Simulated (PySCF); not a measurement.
AlF₂H₂N, SMILES [NH2][Al]([F])[F]. Coordinates come from a PBE0-D3(BJ)/def2-SVP optimisation. One conformer was computed; it need not be the lowest.

Q: Give the equilibrium geometry at PBE0-D3(BJ)/def2-SVP (PySCF confirms it by a frequency run) as a Z-matrix, and its point group. (An estimate is asked for; the answer gives what the named calculation found.)

A: This is not unique; one that fits is point group C2v.
```
Al
F 1 1.6546
F 1 1.6546 2 118.37
N 1 1.7488 2 120.82 3 180.00
H 4 1.0128 1 124.65 2 180.00
H 4 1.0128 5 110.69 1 180.00
```
